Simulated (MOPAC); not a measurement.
MOPAC input (AM1):

```
AM1 1SCF CHARGE=1 GEO-OK AUX(PRECISION=9) THREADS=1
C3H3

C     1.24889928 1    0.11989250 1    0.43704499 1
C     0.09848013 1    0.00945395 1    0.03446254 1
C    -1.16217014 1   -0.11156663 1   -0.40669463 1
H     2.25840526 1    0.21680359 1    0.79031569 1
H    -1.65635077 1    0.71686991 1   -0.91200534 1
H    -1.71331014 1   -1.04035242 1   -0.26718776 1
```

Output:

```
 *******************************************************************************
 **                                                                           **
 **                              MOPAC v23.2.5                                **
 **                                                                           **
 *******************************************************************************
 ** MOPAC's Digital Object Identifier: https://doi.org/10.5281/zenodo.6511958 **
 **                                                                           **
 ** Please cite the open-source release paper for use of this MOPAC version:  **
 ** J. E. Moussa and J. J. P. Stewart (2026)                                  **
 ** MOPAC: An open-source semiempirical molecular orbital program             **
 ** J. Open Source Softw., 11(119), 8025, https://doi.org/10.21105/joss.08025 **
 *******************************************************************************

                              AM1 CALCULATION RESULTS

 *******************************************************************************
 *  AM1        - The AM1 Hamiltonian to be used
 *  GEO-OK     - OVERRIDE INTERATOMIC DISTANCE AND OTHER SAFETY CHECKS
 *
 *
 *
 *                 CHARGE ON SYSTEM = +1
 *
 *
 *
 *  1SCF       - DO 1 SCF AND THEN STOP
 *  AUX        - OUTPUT AUXILIARY INFORMATION
 *******************************************************************************
AM1 1SCF CHARGE=1 GEO-OK AUX(PRECISION=9) THREADS=1
 C3H3

   ATOM   CHEMICAL          X               Y               Z
  NUMBER   SYMBOL      (ANGSTROMS)     (ANGSTROMS)     (ANGSTROMS)

     1       C          1.24889928  *   0.11989250  *   0.43704499  *
     2       C          0.09848013  *   0.00945395  *   0.03446254  *
     3       C         -1.16217014  *  -0.11156663  *  -0.40669463  *
     4       H          2.25840526  *   0.21680359  *   0.79031569  *
     5       H         -1.65635077  *   0.71686991  *  -0.91200534  *
     6       H         -1.71331014  *  -1.04035242  *  -0.26718776  *

          CARTESIAN COORDINATES

    NO.       ATOM           X           Y           Z

     1         C          1.2489      0.1199      0.4370
     2         C          0.0985      0.0095      0.0345
     3         C         -1.1622     -0.1116     -0.4067
     4         H          2.2584      0.2168      0.7903
     5         H         -1.6564      0.7169     -0.9120
     6         H         -1.7133     -1.0404     -0.2672

  H: (AM1): M.J.S. DEWAR ET AL, J. AM. CHEM. SOC. 107 3902-3909 (1985)
  C: (AM1): M.J.S. DEWAR ET AL, J. AM. CHEM. SOC. 107 3902-3909 (1985)

           Empirical Formula: C3 H3  =     6 atoms

      MOLECULAR POINT GROUP   :   C2v

      RHF CALCULATION, NO. OF DOUBLY OCCUPIED LEVELS = 7

 -------------------------------------------------------------------------------
 AM1 1SCF CHARGE=1 GEO-OK AUX(PRECISION=9) THREADS=1
 C3H3

     1SCF WAS SPECIFIED, SO BFGS WAS NOT USED
     SCF FIELD WAS ACHIEVED

                              AM1 CALCULATION
                                                       MOPAC v23.2.5 Linux

          FINAL HEAT OF FORMATION =        274.13788 KCAL/MOL =    1146.99288 KJ/MOL

          COSMO AREA              =         85.13 SQUARE ANGSTROMS
          COSMO VOLUME            =         66.75 CUBIC ANGSTROMS

          IONIZATION POTENTIAL    =         17.457222 EV
          HOMO LUMO ENERGIES (EV) =        -17.457 -8.248
          NO. OF FILLED LEVELS    =          7
          MOLECULAR WEIGHT        =         39.0567         POINT GROUP:  C2v

          MOLECULAR DIMENSIONS (Angstroms)

            Atom       Atom       Distance
            H     6    H     4     4.29806
            H     5    H     4     1.82769
            C     1    C     2     0.00000

          SCF CALCULATIONS        =          1

   ATOM   CHEMICAL          X               Y               Z
  NUMBER   SYMBOL      (ANGSTROMS)     (ANGSTROMS)     (ANGSTROMS)

     1       C          1.24889928  *   0.11989250  *   0.43704499  *
     2       C          0.09848013  *   0.00945395  *   0.03446254  *
     3       C         -1.16217014  *  -0.11156663  *  -0.40669463  *
     4       H          2.25840526  *   0.21680359  *   0.79031569  *
     5       H         -1.65635077  *   0.71686991  *  -0.91200534  *
     6       H         -1.71331014  *  -1.04035242  *  -0.26718776  *

                             CARTESIAN COORDINATES

   1    C        1.248899280     0.119892500     0.437044990
   2    C        0.098480130     0.009453950     0.034462540
   3    C       -1.162170140    -0.111566630    -0.406694630
   4    H        2.258405260     0.216803590     0.790315690
   5    H       -1.656350770     0.716869910    -0.912005340
   6    H       -1.713310140    -1.040352420    -0.267187760

           Empirical Formula: C3 H3  =     6 atoms

      MOLECULAR POINT GROUP   :   C2v

                  EIGENVALUES
 -41.73926 -35.26105 -25.66891 -22.11073 -22.00675 -18.90139 -17.45722  -8.24808
  -5.13936  -4.18839  -3.31032  -2.25407  -1.92574  -1.61293  -0.41831

              NET ATOMIC CHARGES AND DIPOLE CONTRIBUTIONS

  ATOM NO.   TYPE          CHARGE      No. of ELECS.   s-Pop       p-Pop
    1          C           0.259661        3.7403     1.29556     2.44477
    2          C          -0.301847        4.3018     1.19569     3.10615
    3          C           0.351922        3.6481     1.27027     2.37781
    4          H           0.294255        0.7057     0.70574
    5          H           0.198004        0.8020     0.80200
    6          H           0.198004        0.8020     0.80200
 DIPOLE           X         Y         Z       TOTAL
 POINT-CHG.    -0.698    -0.067    -0.244     0.743
 HYBRID         0.044     0.004     0.015     0.047
 SUM           -0.654    -0.063    -0.229     0.696

          ATOMIC ORBITAL ELECTRON POPULATIONS

     Atom    s        px        py        pz
    1  C   1.29556   0.90973   0.92428   0.61076
    2  C   1.19569   0.95946   1.05139   1.09530
    3  C   1.27027   0.85279   1.01084   0.51417
    4  H   0.70574
    5  H   0.80200
    6  H   0.80200

 **********************
 *                    *
 * JOB ENDED NORMALLY *
 *                    *
 **********************

 == MOPAC DONE ==
```

The dipole moment of an ion depends on the origin.
